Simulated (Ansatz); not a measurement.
Reactions of CH₅FSiZn, SMILES `[F][Zn][CH2][SiH3]`.

Calculated with Ansatz (gas phase, PBE0-D4/def2-TZVP geometries, no zero-point term in ΔE). CCSD(T)/CBS is the MP2 limit (def2-TZVPP, def2-QZVPP) plus CCSD(T) − MP2 in def2-TZVPP, frozen cores. This one scheme is used for every species, atoms too. DFT in def2-TZVPP. No spin–orbit coupling; open shells (•) take unrestricted orbitals. Spin–orbit coupling would lower the free atoms: a little for C, F, Si. def2 core potentials past Kr. Bonds to Ga, Se, Sn, Zn are less sure, by a few kJ/mol each and by 10 to 20 or more in all where they break to atoms, as the def2 sets lack core-valence functions. Scalar relativity is left out up to krypton. Each species was taken in one conformer, which may not be the lowest.

```json
{"reaction": "`[F][Zn][CH2][SiH3]` + `CCBS` → `CCBS[SiH3]` + `[CH3][Zn][F]`", "PBE-D4 (kJ/mol)": "-47", "CCSD(T)/CBS(def2) (kJ/mol)": "-45"}
{"reaction": "`[F][Zn][CH2][SiH3]` + `O=C(O)[SeH]` → `O=C([SeH])O[SiH3]` + `[CH3][Zn][F]`", "PBE-D4 (kJ/mol)": "-64", "CCSD(T)/CBS(def2) (kJ/mol)": "-75"}
{"reaction": "`[F][Zn][CH2][SiH3]` + `FCS` → `FCSC[SiH3]` + `[F][ZnH]`", "PBE-D4 (kJ/mol)": "38", "CCSD(T)/CBS(def2) (kJ/mol)": "45"}
{"reaction": "`[F][Zn][CH2][SiH3]` + `[GaH3]` → `[SiH3][CH2][Zn][GaH2]` + H–F", "PBE-D4 (kJ/mol)": "33", "CCSD(T)/CBS(def2) (kJ/mol)": "37"}
{"reaction": "`[F][Zn][CH2][SiH3]` + `[F][SnH2][F]` → `[F][SnH]([F])[SiH3]` + `[CH3][Zn][F]`", "PBE-D4 (kJ/mol)": "-41", "CCSD(T)/CBS(def2) (kJ/mol)": "-30"}
{"reaction": "`[F][Zn][CH2][SiH3]` + `CCS` → `C[CH](S)[Zn][F]` + `C[SiH3]`", "PBE-D4 (kJ/mol)": "22", "CCSD(T)/CBS(def2) (kJ/mol)": "28"}
{"reaction": "`[F][Zn][CH2][SiH3]` → C• + F• + 5 H• + Si• + Zn (atom)", "PBE-D4 (kJ/mol)": "2796", "CCSD(T)/CBS(def2) (kJ/mol)": "2798"}
{"reaction": "`[F][Zn][CH2][SiH3]` + `[CH3][AlH][OH]` → `[CH3][AlH][O]C[SiH3]` + `[F][ZnH]`", "PBE-D4 (kJ/mol)": "104", "CCSD(T)/CBS(def2) (kJ/mol)": "117"}
{"reaction": "`[F][Zn][CH2][SiH3]` + `[CH3][AlH][SH]` → `[CH3][AlH][S][SiH3]` + `[CH3][Zn][F]`", "PBE-D4 (kJ/mol)": "-58", "CCSD(T)/CBS(def2) (kJ/mol)": "-56"}
{"reaction": "`[F][Zn][CH2][SiH3]` + `[SiH3]SS` → `[SiH3]SS[SiH3]` + `[CH3][Zn][F]`", "PBE-D4 (kJ/mol)": "-59", "CCSD(T)/CBS(def2) (kJ/mol)": "-56"}
```

Largest T1 diagnostic: 0.018, for `[F][ZnH]`.
